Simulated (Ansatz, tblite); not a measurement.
Cost and result up the ladder for `c1cc2ccc3c[o+]cc4ccc(c1)c2c34` (25 atoms). Charge 1, multiplicity 1. Geometry: PBE-D4/def2-SVP.

Cartesian coordinates in Å:
```
C 1.371 2.758 -1.312
C 0.048 2.801 -0.845
C -0.554 1.653 -0.289
C -1.907 1.647 0.202
C -2.477 0.519 0.743
C -1.713 -0.696 0.826
C -2.224 -1.879 1.360
O -1.487 -2.990 1.422
C -0.227 -3.050 0.984
C 0.403 -1.939 0.427
C 1.757 -1.966 -0.055
C 2.314 -0.829 -0.593
C 1.576 0.403 -0.690
C 2.130 1.579 -1.238
C 0.221 0.444 -0.211
C -0.358 -0.720 0.342
H 1.822 3.665 -1.742
H -0.530 3.735 -0.912
H -2.489 2.580 0.141
H -3.513 0.532 1.113
H -3.234 -2.020 1.768
H 0.219 -4.046 1.117
H 2.335 -2.900 0.012
H 3.351 -0.848 -0.961
H 3.166 1.567 -1.609
```

Ansatz on 4 threads of Intel Xeon 6975P-C on a shared host; xTB runs through tblite on one thread. Times are rough, summed over both states, and most runs start from the orbitals of an earlier one. PBE0-D4/def2-SVP serves as the yardstick here, not as an exact answer. The other state is a doublet.

The xTB rows come from tblite.

Raw xTB energies of ions are shifted by several eV.

```csv
level,functions,wall time,vertical IE (eV),difference from PBE0-D4/def2-SVP (eV)
GFN2-xTB,73,0.038 s,16.82,5.03
GFN1-xTB,82,0.045 s,17.64,5.85
PBE-D4/def2-SVP,269,8.4 s,11.74,-0.05
PBE0-D4/def2-SVP,269,22 s,11.79,0.00
```
